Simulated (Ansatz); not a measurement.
Cost and result for the atomization energy of C₃H₇FGe (`C=[C](F)[GeH2][CH3]`) (12 atoms, 11 bonds).

```xyz
12

C     0.016    1.942   -0.344
C     0.889    0.969   -0.539
F     2.088    1.261   -1.090
Ge    0.649   -0.926   -0.109
C    -1.119   -1.176    0.670
H     0.239    2.968   -0.616
H    -0.947    1.721    0.096
H     0.811   -1.738   -1.406
H     1.759   -1.339    0.873
H    -1.272   -2.226    0.919
H    -1.219   -0.586    1.582
H    -1.892   -0.871   -0.037
```

Charge 0, multiplicity 1. Correlated methods include outer-core shells of Ge, which these sets cover unevenly. Scalar relativity is left out up to krypton. The geometry is a stationary point of PBE0-D4/def2-TZVP. It is one conformer, not always the lowest. Program: Ansatz. All runs use 4 threads of an Arm Neoverse V1 on a shared host. Times are those of one run each, without the atoms' runs, and a repeat can differ threefold. Electronic energies, without spin–orbit coupling; frozen cores. CCSD(T)/CBS adds CCSD(T) − MP2 in def2-TZVPP to the MP2 limit, and its time is that of the two runs behind it. T1 = 0.012. With those shells the extrapolation isn't a true limit. B3LYP takes the VWN-RPA correlation (the form of Gaussian; ORCA's B3LYP/G).

CCSD(T)/CBS is a level of theory with its own doubt, some kJ/mol a heavy atom from the limit and from the frozen cores, so smaller differences don't rank the functionals.

```json
{"level": "PBE-D4/def2-TZVPP (with forces)", "functions": "270", "wall time": "3.2 s", "atomization (kcal/mol)": "1074.4", "difference from CCSD(T)/CBS": "19.1", "per bond": "1.7"}
{"level": "PBE0-D4/def2-TZVPP", "functions": "270", "wall time": "4 s", "atomization (kcal/mol)": "1056.5", "difference from CCSD(T)/CBS": "1.2", "per bond": "0.1"}
{"level": "r2SCAN-D4/def2-TZVPP (with forces)", "functions": "270", "wall time": "6.5 s", "atomization (kcal/mol)": "1057.9", "difference from CCSD(T)/CBS": "2.6", "per bond": "0.2"}
{"level": "B3LYP-D4/def2-TZVPP (with forces)", "functions": "270", "wall time": "6.5 s", "atomization (kcal/mol)": "1052.4", "difference from CCSD(T)/CBS": "-2.9", "per bond": "-0.3"}
{"level": "B2PLYP/def2-TZVPP", "functions": "270", "wall time": "8 s", "atomization (kcal/mol)": "1043.2", "difference from CCSD(T)/CBS": "-12.1", "per bond": "-1.1"}
{"level": "ωB97X-V/def2-TZVPP", "functions": "270", "wall time": "10 s", "atomization (kcal/mol)": "1056.7", "difference from CCSD(T)/CBS": "1.4", "per bond": "0.1"}
{"level": "ωB97M-V/def2-TZVPP (with forces)", "functions": "270", "wall time": "16 s", "atomization (kcal/mol)": "1054.0", "difference from CCSD(T)/CBS": "-1.3", "per bond": "-0.1"}
{"level": "MP2/def2-QZVPP", "functions": "527", "wall time": "37 s", "atomization (kcal/mol)": "1058.0", "difference from CCSD(T)/CBS": "2.7", "per bond": "0.2"}
{"level": "CCSD(T)/def2-TZVPP", "functions": "270", "wall time": "6.8 min", "atomization (kcal/mol)": "1033.6", "difference from CCSD(T)/CBS": "-21.7", "per bond": "-2.0"}
{"level": "CCSD(T)/CBS(def2)", "functions": "–", "wall time": "7.4 min", "atomization (kcal/mol)": "1055.3", "difference from CCSD(T)/CBS": "0.0", "per bond": "0.0"}
```

The D4 term adds +8.7 kcal/mol with B3LYP and +4.6 kcal/mol with PBE0; it sums over pairs of atoms, weighted by their polarisabilities, and B3LYP, whose exchange is more repulsive, gets the larger term. From PBE to PBE0 (25 % exact exchange), in def2-TZVPP and without D4, the atomization energy moves by −17.0 kcal/mol: exact exchange takes away binding that semilocal exchange gives to molecules. In def2-TZVPP, CCSD(T) changes the Hartree–Fock value by +258.6 kcal/mol (the triples alone add +15.5 kcal/mol) and MP2 by +270.4 kcal/mol; breaking electron pairs costs correlation energy, which Hartree–Fock lacks.
